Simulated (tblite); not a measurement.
boron atom (B), doublet; tblite with GFN1-xTB.

Here is a job for tblite.
```
$ tblite run mol.xyz --method gfn1 --charge 0 --spin 1 --guess eeq --json tblite.json --no-restart

# file mol.xyz
1

B      0.00000000     0.00000000     0.00000000
```

Q: What does tblite print? Leave out banner, timings and long lists.

A: 
```
xTB calculator
 | screened Coulomb repulsion
 | Coulomb electrostatics
 |  * isotropic Klopman-Ohno-Mataga-Nishimoto electrostatics
 |  * onsite third-order electrostatics
 | DFT-D3(BJ) dispersion correction

halogen bonding energy    0.0000000000000E+00 Eh
repulsion energy          0.0000000000000E+00 Eh
dispersion energy         0.0000000000000E+00 Eh
number of electrons       3.0000000000000E+00 e
integral cutoff           2.1261634374110E+01 bohr

------------------------------------------------------------
  cycle        total energy    energy error   density error
------------------------------------------------------------
      1     -1.199869627904  -1.1998696E+00   1.0170462E-09
      2     -1.199869627904   0.0000000E+00   6.1022774E-10
------------------------------------------------------------

electronic energy        -1.1998696279039E+00 Eh
total energy             -1.1998696279039E+00 Eh

Post processing:
 | Mayer-Wiberg bond orders

[Info] JSON dump of results written to 'tblite.json'
```
